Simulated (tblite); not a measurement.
Parent: `[CH3:1][CH2:2][NH:3][SiH2:4][SH:5]` with C1–C2–N3–Si4 -145°, C2–N3–Si4–S5 176°, N3–Si4–S5–H -58°, C2H9NSSi.

Structures optimised with GFN2-xTB, isolated species. One conformer each, not checked by frequencies here.

```
coordinate of the parent    value
                   C1–C2  1.524 Å
                   C2–N3  1.445 Å
                  N3–Si4  1.707 Å
                  Si4–S5  2.149 Å
                C1–C2–N3   111.1°
               C2–N3–Si4   123.8°
               N3–Si4–S5   106.0°
```

How does the shared frame change in `[CH3:1][C:2]#[C:3][C@@H:4]([CH3:5])[NH:6][SiH2:7][SH:8]` with C3–C4–N6–Si7 154°, C4–N6–Si7–S8 -177°, N6–Si7–S8–H 51°, C5H11NSSi? Atoms pair as C1 = C5, C2 = C4, N3 = N6, Si4 = Si7, S5 = S8 (parent first).

| parent | relative | value in the relative | change |
| --- | --- | --- | --- |
| C1–C2 | C5–C4 | 1.533 Å | +0.009 |
| C2–N3 | C4–N6 | 1.452 Å | +0.007 |
| N3–Si4 | N6–Si7 | 1.707 Å | 0.000 |
| Si4–S5 | Si7–S8 | 2.149 Å | 0.000 |
| C1–C2–N3 | C5–C4–N6 | 112.0° | +0.9 |
| C2–N3–Si4 | C4–N6–Si7 | 122.7° | -1.1 |
| N3–Si4–S5 | N6–Si7–S8 | 105.9° | -0.1 |

Of the parent's bonds, C1–C2 changes most (+0.009 Å). Bonds of the relative outside the shared frame: C1–C2 1.446, C2≡C3 1.199, C3–C4 1.456 Å. Point group C1 → C1.

How does the shared frame change in `[CH3:1][CH:2]([CH3:3])[NH:4][SiH2:5][SH:6]` with C1–C2–N4–Si5 -150°, C2–N4–Si5–S6 178°, N4–Si5–S6–H -56°, C3H11NSSi? Atoms pair as C1 = C1, C2 = C2, N3 = N4, Si4 = Si5, S5 = S6 (parent first).

```
   parent   relative  value in the relative  change
    C1–C2      C1–C2                1.527 Å  +0.003
    C2–N3      C2–N4                1.448 Å  +0.003
   N3–Si4     N4–Si5                1.707 Å   0.000
   Si4–S5     Si5–S6                2.150 Å  +0.001
 C1–C2–N3   C1–C2–N4                 109.6°    -1.5
C2–N3–Si4  C2–N4–Si5                 123.3°    -0.5
N3–Si4–S5  N4–Si5–S6                 105.9°    -0.1
```

No shared bond changes by more than 0.004 Å. Bonds of the relative outside the shared frame: C2–C3 1.528 Å. Point group C1 → C1.

How does the shared frame change in `[CH3:1][CH:2]([CH3:3])[C@H:4]([CH3:5])[NH:6][SiH2:7][SH:8]` with C1–C2–C4–C5 -177°, C2–C4–N6–Si7 -137°, C4–N6–Si7–S8 180°, N6–Si7–S8–H -178°, C5H15NSSi? Atoms pair as C1 = C5, C2 = C4, N3 = N6, Si4 = Si7, S5 = S8 (parent first).

```
   parent   relative  value in the relative  change
    C1–C2      C5–C4                1.529 Å  +0.005
    C2–N3      C4–N6                1.446 Å  +0.001
   N3–Si4     N6–Si7                1.697 Å  -0.010
   Si4–S5     Si7–S8                2.153 Å  +0.004
 C1–C2–N3   C5–C4–N6                 110.1°    -1.0
C2–N3–Si4  C4–N6–Si7                 124.7°    +0.9
N3–Si4–S5  N6–Si7–S8                 102.6°    -3.4
```

Of the parent's bonds, N3–Si4 changes most (-0.010 Å). Bonds of the relative outside the shared frame: C1–C2 1.528, C2–C3 1.527, C2–C4 1.541 Å. Point group C1 → C1.

How does the shared frame change in `[CH2:1]=[CH:2][CH2:3][C@@H:4]([CH3:5])[NH:6][SiH2:7][SH:8]` with C1–C2–C3–C4 -122°, C2–C3–C4–C5 66°, C3–C4–N6–Si7 152°, C4–N6–Si7–S8 -179°, N6–Si7–S8–H 53°, C5H13NSSi? Atoms pair as C1 = C5, C2 = C4, N3 = N6, Si4 = Si7, S5 = S8 (parent first).

| parent | relative | value in the relative | change |
| --- | --- | --- | --- |
| C1–C2 | C5–C4 | 1.527 Å | +0.003 |
| C2–N3 | C4–N6 | 1.447 Å | +0.002 |
| N3–Si4 | N6–Si7 | 1.709 Å | +0.002 |
| Si4–S5 | Si7–S8 | 2.149 Å | 0.000 |
| C1–C2–N3 | C5–C4–N6 | 111.7° | +0.6 |
| C2–N3–Si4 | C4–N6–Si7 | 122.9° | -0.9 |
| N3–Si4–S5 | N6–Si7–S8 | 105.9° | -0.1 |

No shared bond changes by more than 0.004 Å. Bonds of the relative outside the shared frame: C1=C2 1.320, C2–C3 1.495, C3–C4 1.537 Å. Point group C1 → C1.

How does the shared frame change in `[CH2:1]=[CH:2][C@H:3]([CH3:4])[NH:5][SiH2:6][SH:7]` with C1–C2–C3–C4 -124°, C2–C3–N5–Si6 -82°, C3–N5–Si6–S7 180°, N5–Si6–S7–H 50°, C4H11NSSi? Atoms pair as C1 = C4, C2 = C3, N3 = N5, Si4 = Si6, S5 = S7 (parent first).

| parent | relative | value in the relative | change |
| --- | --- | --- | --- |
| C1–C2 | C4–C3 | 1.528 Å | +0.004 |
| C2–N3 | C3–N5 | 1.452 Å | +0.007 |
| N3–Si4 | N5–Si6 | 1.709 Å | +0.002 |
| Si4–S5 | Si6–S7 | 2.150 Å | +0.001 |
| C1–C2–N3 | C4–C3–N5 | 109.7° | -1.4 |
| C2–N3–Si4 | C3–N5–Si6 | 122.3° | -1.5 |
| N3–Si4–S5 | N5–Si6–S7 | 105.2° | -0.8 |

Of the parent's bonds, C2–N3 changes most (+0.007 Å). Bonds of the relative outside the shared frame: C1=C2 1.319, C2–C3 1.502 Å. Point group C1 → C1.

The numbers are calculated, not measured.
